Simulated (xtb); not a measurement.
MgHBr, SMILES [Br][MgH]. All values are semi-empirical tight-binding results from xtb (GFN2-xTB unless named), good for trends rather than for accurate numbers. The structure is a stationary point at GFN2-xTB.

Optimised geometry:

```xyz
3

Mg     0.0013    -1.6539     0.0000
H     -0.0090    -3.2170     0.0000
Br    -0.0002     0.6590     0.0000
```
Charge 0, spin multiplicity 1.

For metal compounds this method's bond lengths and energies can be far off.

Computed properties:
```json
{
  "point_group_as_xtb_finds_it": "C∞v",
  "orbital_gap": "4.17 eV",
  "zero_point_energy": "3.2 kcal/mol",
  "G − E(el) at 298.15 K (modified RRHO)": "-12.4 kcal/mol"
}
```

Computed atomic charges and the Wiberg bond orders between heavy atoms:
charges (e) Mg1 0.47, H2 -0.13, Br3 -0.34. Bond orders Mg1–Br3 1.04.
